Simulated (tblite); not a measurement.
Species: C₅H₈OS₂Si.
Atom-mapped SMILES: `[SiH3:1][S:2][CH2:3][c:4]1[cH:5][cH:6][c:7]([SH:8])[o:9]1` (hydrogens: H10, H11, H12 on Si1; H13, H14 on C3; H15 on C5; H16 on C6; H17 on S8)

Computed with GFN2-xTB (tblite), gas phase: L-BFGS steps from a force-field or distance-geometry start until the largest atomic force falls under 0.01 eV/Å.

Step 33: E = -737.1036 eV
```
atom  x, y, z in Å  |  force x, y, z in eV/Å
Si1     2.6706    0.7965   -0.3039    0.031   0.064  -0.011
S2      2.2197   -1.2948   -0.2168   -0.088  -0.041   0.082
C3      0.7938   -1.2805    0.9633   -0.039   0.010   0.054
C4     -0.4495   -0.7783    0.3485    0.054   0.017  -0.031
C5     -1.4048   -1.3837   -0.4152   -0.007  -0.027   0.030
C6     -2.3700   -0.3941   -0.7114   -0.028  -0.030  -0.022
C7     -1.9205    0.7493   -0.1240    0.009  -0.021  -0.009
S8     -2.6550    2.3353   -0.0662    0.065   0.096  -0.023
O9     -0.7574    0.5356    0.5243    0.000  -0.067  -0.033
H10     2.6513    1.2692    1.0762   -0.041   0.027  -0.018
H11     3.9977    0.8523   -0.8886   -0.022  -0.029  -0.016
H12     1.6770    1.4768   -1.1291   -0.012  -0.005   0.041
H13     0.6771   -2.3121    1.2935    0.031   0.019  -0.100
H14     1.0595   -0.6513    1.8117    0.092  -0.016  -0.010
H15    -1.4198   -2.4034   -0.7416    0.021   0.004   0.070
H16    -3.2741   -0.5060   -1.2689   -0.035  -0.008  -0.072
H17    -1.5025    3.0012   -0.1618   -0.032   0.007   0.068
```

Step 34: E = -737.1060 eV
```
atom  x, y, z in Å  |  force x, y, z in eV/Å
Si1     2.6654    0.7963   -0.3049    0.043   0.038  -0.010
S2      2.2180   -1.2979   -0.2161   -0.050   0.002   0.043
C3      0.7954   -1.2794    0.9638   -0.071   0.018   0.052
C4     -0.4497   -0.7799    0.3512    0.028   0.048  -0.069
C5     -1.4043   -1.3852   -0.4126   -0.042  -0.015   0.026
C6     -2.3696   -0.3957   -0.7118   -0.025  -0.010  -0.032
C7     -1.9195    0.7499   -0.1280    0.002  -0.027   0.000
S8     -2.6503    2.3415   -0.0808    0.099   0.001  -0.017
O9     -0.7568    0.5349    0.5227   -0.017  -0.021  -0.034
H10     2.6460    1.2618    1.0780   -0.042   0.034  -0.024
H11     3.9922    0.8613   -0.8908   -0.034  -0.038  -0.010
H12     1.6702    1.4760   -1.1285   -0.016  -0.007   0.043
H13     0.6781   -2.3111    1.2919    0.037   0.021  -0.057
H14     1.0603   -0.6431    1.8070    0.098  -0.050   0.015
H15    -1.4200   -2.4055   -0.7355    0.018  -0.013   0.061
H16    -3.2727   -0.5060   -1.2726   -0.012  -0.017  -0.054
H17    -1.4898    2.9941   -0.1430   -0.017   0.035   0.066
```

Step 35: E = -737.1081 eV
```
atom  x, y, z in Å  |  force x, y, z in eV/Å
Si1     2.6602    0.7967   -0.3057    0.035  -0.003  -0.003
S2      2.2152   -1.3008   -0.2152   -0.001   0.050  -0.003
C3      0.7960   -1.2771    0.9650   -0.070   0.023   0.026
C4     -0.4492   -0.7810    0.3512   -0.011   0.057  -0.073
C5     -1.4048   -1.3871   -0.4103   -0.059  -0.001   0.015
C6     -2.3700   -0.3976   -0.7132   -0.017   0.006  -0.032
C7     -1.9185    0.7494   -0.1322   -0.012  -0.021  -0.002
S8     -2.6425    2.3472   -0.0943    0.113  -0.073  -0.012
O9     -0.7562    0.5336    0.5196   -0.028   0.035  -0.036
H10     2.6388    1.2547    1.0797   -0.038   0.043  -0.024
H11     3.9858    0.8689   -0.8927   -0.029  -0.042  -0.010
H12     1.6620    1.4750   -1.1262   -0.021  -0.005   0.039
H13     0.6807   -2.3083    1.2920    0.029   0.005  -0.011
H14     1.0635   -0.6340    1.8017    0.084  -0.072   0.044
H15    -1.4203   -2.4078   -0.7300    0.012  -0.034   0.050
H16    -3.2726   -0.5065   -1.2766    0.014  -0.024  -0.034
H17    -1.4750    2.9867   -0.1228   -0.001   0.056   0.064
```

Question: Estimate the geometry and energy of step 36. (The exact step hangs on the optimiser's Hessian estimate; all steps are aligned on step 35, rigid shifts and turns removed.)

Answer: E = -737.1105 eV, largest force 0.156 eV/Å
```
atom  x, y, z in Å  |  force x, y, z in eV/Å
Si1     2.6545    0.7972   -0.3069    0.012  -0.041   0.008
S2      2.2117   -1.3030   -0.2145    0.044   0.089  -0.046
C3      0.7952   -1.2740    0.9669   -0.038   0.024  -0.018
C4     -0.4488   -0.7812    0.3499   -0.051   0.048  -0.047
C5     -1.4065   -1.3893   -0.4073   -0.055   0.010   0.001
C6     -2.3706   -0.3998   -0.7154   -0.007   0.013  -0.026
C7     -1.9176    0.7484   -0.1371   -0.024  -0.007  -0.017
S8     -2.6312    2.3524   -0.1116    0.110  -0.111  -0.007
O9     -0.7559    0.5330    0.5155   -0.028   0.082  -0.039
H10     2.6300    1.2465    1.0811   -0.032   0.055  -0.022
H11     3.9778    0.8781   -0.8954   -0.012  -0.047  -0.015
H12     1.6521    1.4734   -1.1232   -0.024  -0.001   0.034
H13     0.6841   -2.3049    1.2925    0.008  -0.017   0.034
H14     1.0687   -0.6256    1.7969    0.055  -0.083   0.071
H15    -1.4205   -2.4109   -0.7226    0.002  -0.049   0.040
H16    -3.2722   -0.5076   -1.2818    0.030  -0.030  -0.016
H17    -1.4575    2.9793   -0.0972    0.009   0.064   0.064
```

The energy changes by -0.0024 eV. The first-order estimate −F·Δx gives -0.0032 eV and the mean of the old and new forces, exact on a quadratic surface, -0.0024 eV. The step makes an angle of 77° with the force vector and moves no atom by more than 0.032 Å.

The cost below is that of the whole relaxation. Hardware: one thread, Arm Neoverse V2 (aarch64), no GPU, on a shared host. Cost: 0.95 s.
